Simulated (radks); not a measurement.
Values are calculated unless marked as measured or tabulated.
Spherical quantum dot in the effective-mass picture: electrons in a hard-walled sphere of radius 3.06, all in effective atomic units (hartree* = m*/eps^2 hartree, bohr* = eps/m* bohr), one dielectric constant everywhere. Level of theory: non-relativistic Kohn-Sham, LDA (Slater exchange, Perdew-Wang correlation), spin-polarised, spherical densities (a radial shooting solver with Libxc functionals). Levels are named by radial order and angular momentum (1s, 1p, 1d, 2s, ...), and open shells are averaged over m.

N = 17, configuration 1s2 1p6 1d(up 5, down 4). This is the lowest configuration that the search found. Occupied and some empty levels:

| level | occupation | eigenvalue (hartree*) | <r> (bohr*) |
|---|---|---|---|
| 1s up | 1 | 7.7430 | 1.945 |
| 1s down | 1 | 7.7598 | 1.943 |
| 1p up | 3 | 8.0663 | 2.064 |
| 1p down | 3 | 8.0841 | 2.063 |
| 1d up | 5 | 8.5908 | 2.153 |
| 1d down | 4 | 8.6091 | 2.153 |
| 1f up | 0 | 9.2890 | 2.224 |
| 1f down | 0 | 9.3075 | 2.224 |
| 2s up | 0 | 9.4860 | 1.395 |
| 2s down | 0 | 9.4948 | 1.395 |
| 2p up | 0 | 10.455 | 1.609 |
| 2p down | 0 | 10.466 | 1.608 |

Energy (hartree*): total 80.8455, kinetic 26.088, external 0, Hartree 63.070, exchange-correlation -8.3125.

Electron density:

| r (bohr*) | n(r) (e/bohr*^3) |
|---|---|
| 0.0856 | 0.01929 |
| 0.314 | 0.02324 |
| 0.543 | 0.03309 |
| 0.771 | 0.05146 |
| 1.000 | 0.08131 |
| 1.23 | 0.1241 |
| 1.46 | 0.1780 |
| 1.69 | 0.2333 |
| 1.91 | 0.2721 |
| 2.14 | 0.2715 |
| 2.37 | 0.2172 |
| 2.60 | 0.1224 |
| 2.83 | 0.03430 |
| 3.06 | 0.00003318 |
